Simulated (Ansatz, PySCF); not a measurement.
Species: AlBr2, net charge 1, singlet state. It need not be the lowest isomer of its formula. SMILES: [Br][Al+][Br]
Geometry from a B3LYP-D3(BJ)/def2-TZVP (Ansatz, a program for electronic structure) optimisation:
```xyz
3

Al     0.0000     0.0000     0.0000
Br     0.0000     0.0000     2.1564
Br     0.0000     0.0000    -2.1564
```
Charge +1, spin multiplicity 1.

Property: vertical ionisation energy (to the doublet state of charge +2; each state is the SCF solution reached for its spin), in eV. Correlated levels leave the core frozen unless marked. UHF or UKS for open shells. Spin-orbit coupling is left out. The frozen core is the preceding noble-gas configuration, with the filled d and f shells of earlier blocks. Non-relativistic. 

```csv
level,program,vertical ionisation energy (eV)
SVWN5/def2-TZVPD,Ansatz,16.69
PBE/def2-TZVPD,Ansatz,16.46
r2SCAN/def2-TZVPD,Ansatz,16.70
B3LYP/def2-TZVPD,Ansatz,16.76
PBE0/def2-TZVPD,Ansatz,16.85
BHLYP/def2-TZVPD,Ansatz,17.04
CAM-B3LYP/def2-TZVPD,Ansatz,17.12
wB97M-V/def2-TZVPD,Ansatz,17.22
wB97X-V/def2-TZVPD,Ansatz,17.30
CCSD/def2-SVPD,Ansatz,17.09
CCSD/def2-TZVPPD,Ansatz,17.16
CCSD(T)/def2-SVPD,Ansatz,17.08
CCSD(T)/def2-TZVPPD,Ansatz,17.18
```

For comparison, minus the highest occupied orbital energy (PySCF): 14.77 eV at PW6B95/def2-TZVPD, 15.92 eV at M06-2X/def2-TZVPD, 13.55 eV at BP86/def2-TZVPD.
